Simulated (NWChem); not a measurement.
formate (CHO₂ anion); SMILES O=C[O-]

```xyz
4

O      1.1360     0.0000    -0.2056
C      0.0000     0.0000     0.3219
O     -1.1360     0.0000    -0.2056
H      0.0000     0.0000     1.4666
```
Atoms are numbered in this order, from 1.

Computed with NWChem. Pople sets run with spherical d functions. Sets without diffuse functions describe the anion's extra electron poorly. Geometry: optimised at B3LYP/def2-SVPD. The highest occupied level is positive in some or all of these runs, so the extra electron may be held by the finite basis. Atomic charges in e: unrestrained fits to the electrostatic potential beside Mulliken populations; the two definitions need not agree.

For level Hartree-Fock/6-31G*:

* **Mulliken O1**: -0.76
* **ESP C2**: 0.87
* **Mulliken C2**: 0.58
* **Mulliken O3**: -0.76

Problem. What are these values for level B3LYP/def2-SVP?

Solution. Mulliken O1: -0.45
ESP C2: 0.74
Mulliken C2: 0.13
Mulliken O3: -0.45
